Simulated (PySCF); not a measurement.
# Ionisation energy of In by level of theory

In [Kr] 4d10 5s2 5p1 (2P) → In⁺ [Kr] 4d10 5s2 (1S), as a difference of total energies. Calculation: PySCF 2.14, in def2-SVP with the def2 core potential (28 electrons) (4s4p2d, 26 functions); a scalar-relativistic core potential. Correlated levels: valence: 4s2 4p6 4d10 frozen. The calculations carry no spin-orbit coupling.

```csv
method,ionisation energy (eV)
UHF,5.199
TPSS,5.543
B3LYP,5.632
MP2 (valence),5.326
SCS-MP2 (valence),5.309
CCSD (valence),5.380
CCSD(T) (valence),5.391
```

Q: How much does correlation contribute at CCSD(T) (valence)?

A: 5.391 − (5.199) = 0.192 eV, measured against UHF.

Errors of the correlated levels include the incompleteness of this basis and the frozen core.

For comparison: 5.603 eV (measured; NIST levels, between the centres of gravity of the two terms).
